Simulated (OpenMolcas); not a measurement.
Potential curves of NaBe⁺: spin–orbit levels

Calculated with OpenMolcas 26.06: state-averaged CASSCF(2,8) over Na 3s 3p, Be 2s 2p, XMS-CASPT2 (IPEA 0.25, imaginary shift 0.2 hartree), scalar X2C, ANO-RCC-VTZP, then RASSI spin–orbit state interaction with atomic mean-field integrals. C2 symmetry about the axis (a holds Σ, Δ, Γ; b holds Π, Φ, H; Σ⁺ and Σ⁻ are not told apart); roots by multiplicity and irrep: 1a 2, 3a 2, 3b 2.

XMS-CASPT2 energies with spin–orbit state interaction in eV from the lowest point. Curves are followed by energy order within each symmetry, so they are adiabatic and may change character at avoided crossings; for Ω = 0 the + and − levels are counted together.

```tsv
R (Å)	(1)Ω=0	(2)Ω=0	(1)Ω=1	(3)Ω=0	(4)Ω=0	(2)Ω=1	(1)Ω=2	(5)Ω=0	(3)Ω=1
2.523	0.164	2.888	2.888	3.213	3.213	3.213	3.213	5.180	6.889
2.670	0.065	2.695	2.695	3.122	3.122	3.122	3.122	5.016	6.604
2.802	0.018	2.579	2.579	3.074	3.074	3.074	3.075	4.916	6.384
2.934	0.000	2.504	2.504	3.049	3.049	3.049	3.049	4.845	6.192
3.081	0.001	2.458	2.458	3.037	3.037	3.037	3.037	4.785	5.992
3.227	0.016	2.439	2.439	3.037	3.037	3.037	3.037	4.733	5.814
3.433	0.049	2.446	2.446	3.046	3.046	3.046	3.046	4.663	5.588
3.697	0.097	2.490	2.490	3.064	3.064	3.064	3.065	4.573	5.335
4.108	0.167	2.595	2.595	3.090	3.090	3.090	3.090	4.454	5.017
4.694	0.239	2.750	2.750	3.110	3.110	3.110	3.111	4.370	4.717
5.575	0.293	2.913	2.913	3.118	3.118	3.118	3.119	4.386	4.524
6.748	0.319	3.010	3.010	3.116	3.116	3.117	3.117	4.469	4.497
```

With masses 22.990 and 9.012 u, fit the curves (1)Ω=0, (3)Ω=0, (4)Ω=0, (2)Ω=1, (1)Ω=2 near their minima.

At XMS-CASPT2 with spin–orbit state interaction, Te from the lowest curve (the fit fixes ωe to a per cent or two; the method's Re and ωe can be off by some per cent):

```csv
curve,Te (cm⁻¹),Re (Å),ωe (cm⁻¹)
(1)Ω=0,0,2.997,189.2
(3)Ω=0,24500,3.157,127.4
(4)Ω=0,24500,3.157,127.4
(2)Ω=1,24500,3.157,127.4
(1)Ω=2,24500,3.157,127.4
```

The 9 lowest clean curves are shown; the next is (6)Ω=0, from 4.50 eV. Only roots inside an energy window near the equilibrium distance were included, so the list of states is not complete; labels number the states computed. Each spin and symmetry block has orbitals of its own, averaged over its own roots, so gaps between blocks are less sure than gaps within one and near the minimum can be off by tenths of an eV, in bad cases by more. No Rydberg orbitals are active, so Rydberg states, and σ→σ* states whose orbital the CASSCF left unused, can be missing between those listed. At stretched bonds a block can hold a wrong CASSCF solution and miss its lowest state; points past a visible jump are left out. No roots were computed in block 1b (none fell in the window or the block failed), so states of that kind are missing and can lie low or lowest. Points that failed a check (symmetry, reference weights, a jump) are left out.
